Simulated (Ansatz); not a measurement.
Strength of the C–K bond: CH3K → CH3 + K

Species: CH3K `[CH3][K]`, singlet; CH3 `[CH3]`, doublet; K atom, doublet. 

Shapes, held fixed at every level: PBE0-D4/def2-TZVP. Programs: Ansatz 0.2.0. The zero-point and thermal change to 298 K, harmonic and unscaled (PBE0-D4/def2-TZVP), is -1.7 kJ/mol.

```json
{"level": "HF/def2-SVP", "kind": "Hartree–Fock", "ΔH(298 K) (kJ/mol)": "-18.5", "less CCSD(T)/def2-TZVPP": "-126.4"}
{"level": "PBE-D4/def2-TZVPP", "kind": "GGA", "ΔH(298 K) (kJ/mol)": "+128.9", "less CCSD(T)/def2-TZVPP": "+21.0"}
{"level": "BHLYP-D4/def2-TZVPP", "kind": "global hybrid", "ΔH(298 K) (kJ/mol)": "+92.6", "less CCSD(T)/def2-TZVPP": "-15.3"}
{"level": "PBE0-D4/def2-TZVPP", "kind": "global hybrid", "ΔH(298 K) (kJ/mol)": "+110.3", "less CCSD(T)/def2-TZVPP": "+2.4"}
{"level": "MP2/def2-SVP", "kind": "perturbation theory", "ΔH(298 K) (kJ/mol)": "+83.5", "less CCSD(T)/def2-TZVPP": "-24.4"}
{"level": "MP2/def2-TZVPP", "kind": "perturbation theory", "ΔH(298 K) (kJ/mol)": "+113.0", "less CCSD(T)/def2-TZVPP": "+5.1"}
{"level": "CCSD(T)/def2-TZVPP", "kind": "coupled cluster or CI", "ΔH(298 K) (kJ/mol)": "+107.9", "less CCSD(T)/def2-TZVPP": "0.0"}
```

The highest level, CCSD(T)/def2-TZVPP, gives ΔH(298 K) = +107.9 kJ/mol; the levels span -18.5 to +128.9. They disagree on the sign: 6 of 7 are positive. The column of differences is taken from that level and isn't an error. Hartree–Fock misses the correlation of the pair that is broken and comes out low. No measured value is set beside it here. Open shells run unrestricted unless RO is named. Correlated rows may include outer-core shells of K, which these sets cover unevenly.
